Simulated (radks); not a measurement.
Species: the tungsten ion W53+. Configuration: [Ar] 3d3.

All-electron calculation, scalar-relativistic Kohn-Sham, LB94 model potential, spin-polarised, spherical densities, finite nucleus; open shells are filled with parallel spins first (spin-orbit coupling, left out, can overturn this in heavy ions); Fermi nuclear charge, rms radius 5.3658 fm. Program: a radial shooting solver on a logarithmic mesh with Libxc functionals.

Energy parts (Ry):
part                   energy
kinetic            30255.7219
electron-nucleus  -60506.1497
Hartree             3631.8175
(The LB94 potential has no energy functional, so no total or exchange-correlation energy is given.)

Orbitals (lengths in bohr, moments of r in powers of bohr; r(90%) holds 90 % of the orbital's charge):
orbital  occ.  eigenvalue (Ry)  <1/r>  r(90%)      <r>
1s down     1        -5386.011  87.14  0.0334  0.01832
1s up       1        -5385.973  87.14  0.0334  0.01832
2s up       1        -1142.810  20.50   0.119  0.07698
2s down     1        -1142.785  20.51   0.119  0.07693
2p down     3        -1033.429  18.59   0.112  0.06875
2p up       3        -1033.400  18.58   0.112  0.06880
3s up       1        -432.4826  8.024   0.278   0.1908
3s down     1        -431.0478  8.008   0.278   0.1910
3p up       3        -399.9929  7.465   0.280   0.1884
3p down     3        -398.5586  7.452   0.280   0.1887
3d up       3        -368.0528  7.081   0.256   0.1672
3d down     0        -366.6756  7.084   0.256   0.1673

The highest occupied level is 3d up at -5007.6 eV. The spin density at the nucleus is 8.27 e/bohr^3 (1s 9.96, 2s -92.32, 3s 90.64). For comparison, the ionisation energy in NIST's Atomic Spectra Database is 5063 eV (semi-empirical). In exact Kohn-Sham theory the highest level is minus the ionisation energy, but local and semilocal functionals leave it too shallow, through self-interaction and a potential that decays too fast; potentials with the right tail come closer. The electron density at the nucleus is 1.513e+06 e/bohr^3 (large components only).
